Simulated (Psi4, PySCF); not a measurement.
Intermolecular potential of H4OSi ··· Br2 (SMILES O[SiH3] and BrBr). Monomers: optimised at B3LYP-D3(BJ) (def2-TZVP), held rigid. Orientation: lowest of the rigid-body minima from ten starts at GFN2-xTB. The monomers approach along the line of their centres of mass (distance R); nothing else relaxes.

Levels: PBE-D3(BJ)/def2-TZVP, counterpoise-corrected (Psi4); MP2/aug-cc-pVDZ = Psi4 with DF-MP2/aug-cc-pVDZ, frozen core, counterpoise-corrected; RKS-B3LYP/6-31G* = PySCF 2.14.0 with restricted B3LYP/6-31G*, spherical d, no counterpoise correction; SAPT0/jun-cc-pVDZ, frozen core (Psi4).

Interaction energies in kcal/mol:

```json
[
 {"R / Å": "3.13", "PBE-D3(BJ)/def2-TZVP": "15.15", "MP2/aug-cc-pVDZ": "17.86", "RKS-B3LYP/6-31G*": "17.79"},
 {"R / Å": "3.36", "PBE-D3(BJ)/def2-TZVP": "5.95", "MP2/aug-cc-pVDZ": "7.42", "RKS-B3LYP/6-31G*": "7.91"},
 {"R / Å": "3.57", "PBE-D3(BJ)/def2-TZVP": "1.92", "MP2/aug-cc-pVDZ": "2.86", "RKS-B3LYP/6-31G*": "3.53"},
 {"R / Å": "3.74", "PBE-D3(BJ)/def2-TZVP": "0.31", "MP2/aug-cc-pVDZ": "1.02", "RKS-B3LYP/6-31G*": "1.71"},
 {"R / Å": "3.92", "PBE-D3(BJ)/def2-TZVP": "-0.50", "MP2/aug-cc-pVDZ": "0.06", "RKS-B3LYP/6-31G*": "0.72"},
 {"R / Å": "4.10", "PBE-D3(BJ)/def2-TZVP": "-0.82", "MP2/aug-cc-pVDZ": "-0.36", "RKS-B3LYP/6-31G*": "0.24"},
 {"R / Å": "4.47", "PBE-D3(BJ)/def2-TZVP": "-0.80", "MP2/aug-cc-pVDZ": "-0.48", "RKS-B3LYP/6-31G*": "-0.01"},
 {"R / Å": "4.77", "PBE-D3(BJ)/def2-TZVP": "-0.60", "MP2/aug-cc-pVDZ": "-0.37", "RKS-B3LYP/6-31G*": "0.04"},
 {"R / Å": "5.23", "PBE-D3(BJ)/def2-TZVP": "-0.33", "MP2/aug-cc-pVDZ": "-0.20", "RKS-B3LYP/6-31G*": "0.13"},
 {"R / Å": "5.97", "PBE-D3(BJ)/def2-TZVP": "-0.09", "MP2/aug-cc-pVDZ": "-0.05", "RKS-B3LYP/6-31G*": "0.12"},
 {"R / Å": "6.93", "PBE-D3(BJ)/def2-TZVP": "-0.01", "MP2/aug-cc-pVDZ": "0.00", "RKS-B3LYP/6-31G*": "0.06"},
 {"R / Å": "8.24", "PBE-D3(BJ)/def2-TZVP": "0.01", "MP2/aug-cc-pVDZ": "0.01", "RKS-B3LYP/6-31G*": "0.03"}
]
```

Problem. Predict the corresponding SAPT0/jun-cc-pVDZ column.

Solution. 3.13: 16.56; 3.36: 6.87; 3.57: 2.74; 3.74: 1.12; 3.92: 0.29; 4.10: -0.07; 4.47: -0.21; 4.77: -0.15; 5.23: -0.05; 5.97: 0.02; 6.93: 0.04; 8.24: 0.03 (kcal/mol).
